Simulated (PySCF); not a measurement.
SSn (SMILES [S]=[Sn]), singlet, at a GFN2-xTB geometry (such geometries of metal compounds can be far from the true shape) (all electrons, no relativity). Base run: R2SCAN/STO-3G run with PySCF.

Here is a job for PySCF.
```python
from pyscf import gto, scf, dft

mol = gto.Mole()
mol.atom = '''
    Sn   -0.000000   -0.000000   -0.541068
    S     0.000000    0.000000    1.690837
'''
mol.basis = 'sto-3g'
mol.charge = 0
mol.spin = 0
mol.verbose = 4
mol.symmetry = True
mol.build()

mf = dft.RKS(mol)
mf.xc = 'r2scan'
mf.kernel()
mf.analyze()
```

Variants of this job, named by their change:

```
change                   ΔE vs base (mEh)  point group used  SCF cycles
-----------------------  ----------------  ----------------  ----------
base                                0.000              Coov          15
symmetry = off                      0.000                C1          15
symmetry_subgroup = C2v             0.000               C2v          15
```
